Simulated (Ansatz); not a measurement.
## Errors in the atomisation enthalpy at 298 K

9 molecules of light elements (H to F); the atomisation enthalpy at 298 K in kJ/mol, computed less measured. Shapes, held fixed at every level: PBE0-D4/def2-TZVP. Thermal terms are harmonic and unscaled (PBE0-D4/def2-TZVP); the spin-orbit lowering of the free atoms is taken from their spectra. Programs: Ansatz 0.2.0. Measured values: Active Thermochemical Tables, NIST-JANAF tables.

Levels: A = wB97M-V/aug-cc-pVDZ; B = wB97M-V/def2-TZVPP; C = CCSD(T)/def2-TZVPP.

```json
{"molecule": "B(BO)O (diboron dioxide)", "from tabulated heats": "2095", "A": "-23", "B": "+10", "C": "-74"}
{"molecule": "BF3 (boron trifluoride)", "from tabulated heats": "1944", "A": "-60", "B": "-1", "C": "-52"}
{"molecule": "C2H2O (ethenone)", "from tabulated heats": "2168", "A": "-26", "B": "+10", "C": "-68"}
{"molecule": "CF4 (tetrafluoromethane)", "from tabulated heats": "1968", "A": "-29", "B": "+9", "C": "-62"}
{"molecule": "CH2F2 (difluoromethane)", "from tabulated heats": "1763", "A": "-21", "B": "+1", "C": "-48"}
{"molecule": "C2H2F2 (vinylidene fluoride)", "from tabulated heats": "2361", "A": "-12", "B": "+26", "C": "-54"}
{"molecule": "CH5N (methylamine)", "from tabulated heats": "2300", "A": "-14", "B": "+8", "C": "-64"}
{"molecule": "C2H5F (SMILES CCF)", "from tabulated heats": "2876", "A": "-27", "B": "+3", "C": "-68"}
{"molecule": "C2H5O (ethoxy radical)", "from tabulated heats": "2784", "A": "-12", "B": "+15", "C": "-69"}
```

(1) Which level does best on this set, which worst, and which err to one side?

## Answers

(1) 
```csv
level,kind,mean error,mean absolute error,worst case
wB97M-V/aug-cc-pVDZ,range-separated hybrid,-24.9,24.9,BF3
wB97M-V/def2-TZVPP,range-separated hybrid,+9.0,9.2,C2H2F2
CCSD(T)/def2-TZVPP,coupled cluster or CI,-62.1,62.1,B(BO)O
```

On this set wB97M-V/def2-TZVPP has the smallest mean absolute error and CCSD(T)/def2-TZVPP the largest. wB97M-V/aug-cc-pVDZ is too low in 9 of 9; wB97M-V/def2-TZVPP is too high in 8 of 9; CCSD(T)/def2-TZVPP is too low in 9 of 9. Heats of the atoms come from ATcT where it has them, that of boron, 570 kJ/mol, from recent work. The levels differ in basis as well as in method. The tabulated values of B(BO)O, C2H2F2 are in doubt (older tables, estimates, or at odds with other calculations) and kept here. Over the 7 molecules whose values aren't doubted the mean absolute errors are A 27.0; B 6.7; C 61.6. Correlated wave functions converge slowly with the basis. T1 is large for B(BO)O (0.022), so single-reference values are less sure there. Open shells run unrestricted. The set is small.
